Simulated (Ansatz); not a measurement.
BF$_{3}$, triplet, at a GFN2-xTB geometry (a higher spin typed on purpose: for a closed-shell molecule this is an excited state).

Ansatz (a program for electronic structure) was given this input:
Ansatz 0.2 input:
```yaml
crystal:
  periodic: [false, false, false]
  atoms:
    - {symbol: B, position_ang: [0.00238864, 0.26611613, 0.46432596]}
    - {symbol: F, position_ang: [-1.13132111, -0.57284179, 0.21989644]}
    - {symbol: F, position_ang: [0.03989163, 1.06338357, -0.72388788]}
    - {symbol: F, position_ang: [1.09010246, -0.63838407, 0.24603257]}
basis:
  gaussian:
    orbitals: cc-pVTZ
magnetization: {spin_polarized: true, initial_magnetization: 2}
correlation: {method: mp2, electrons: outside_noble_gas}
accuracy: high
```

Task: What does this run give for the number of basis functions, total energy, SCF-reference <S^2>, MP2 correlation energy?

Result: 
The number of basis functions comes out as 120 and the total energy is -647.624009 Ry. The SCF-reference <S^2> is 2.007. The MP2 correlation energy is -0.7884 Eh.
